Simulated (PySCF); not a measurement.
```xyz
4
charge 0 multiplicity 1, angstrom
Nb   -0.7588    0.0000   -0.4014
O    -1.6693    1.3623    0.0487
O    -1.6693   -1.3623    0.0487
Br    1.5689    0.0000    0.4521
```

Method: PBE0/[Nb def2-TZVP with ECP28, O def2-TZVP, Br def2-TZVP], scalar-relativistic core potentials, density fitting, no spin–orbit coupling, PySCF.

This geometry of NbO2Br is a stationary point at this level.

Question: What is the point group?

Answer: Cs.

Question: Is it a minimum?

Answer: Yes: all harmonic wavenumbers are real.

Question: What are the dipole moment and the gap between the highest occupied and lowest empty levels?

Answer: 4.46 D and 4.79 eV.

Question: Give the atomic charges and bond orders.

Answer: 
```tsv
atom	Mulliken	Löwdin	polar tensor	Mayer order to Nb1
Nb1	1.49	0.54	2.13	–
O2,3	-0.54	-0.28	-0.80	2.03
Br4	-0.41	0.02	-0.54	0.93
```

Question: What is the atomisation energy, with and without zero-point energy?

Answer: 1725 kJ/mol without, 1707 kJ/mol with.

Other isomers or separated fragments may lie lower.
